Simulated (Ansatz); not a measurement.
Calculated with Ansatz (gas phase, PBE0-D4/def2-TZVP geometries, no zero-point term in ΔE). CBS: MP2 limit from def2 TZ/QZ plus the TZ coupled-cluster correction, frozen cores. Functionals use def2-TZVPP. One conformer a species, not always the lowest.

Reaction (redistribution): `N[SiH](O)BO` + `CO[Si](N)(O)O` → `N[SiH](O)[Si](N)(O)O` + `COBO`

| level | ΔE (kcal/mol) | difference from CCSD(T)/CBS |
| --- | --- | --- |
| PBE-D4 | -13.9 | -4.3 |
| ωB97X-V | -10.3 | -0.7 |
| ωB97M-V | -10.1 | -0.5 |
| B2PLYP | -10.3 | -0.7 |
| r2SCAN | -11.2 | -1.6 |
| PBE0 | -12.0 | -2.4 |
| HF/def2-TZVPP | -6.8 | 2.8 |
| MP2/def2-TZVPP | -9.6 | 0.0 |
| CCSD(T)/def2-TZVPP | -9.3 | 0.3 |
| HF/def2-QZVPP | -6.6 | 3.0 |
| CCSD(T)/CBS | -9.6 | 0 |

Largest T1 diagnostic among the species: 0.013.

From PBE to PBE0 (25 % exact exchange), in def2-TZVPP and without D4, ΔE moves by +1.7 kcal/mol. In def2-TZVPP, CCSD(T) changes the Hartree–Fock value by −2.5 kcal/mol (the triples alone add −0.7 kcal/mol) and MP2 by −2.7 kcal/mol.
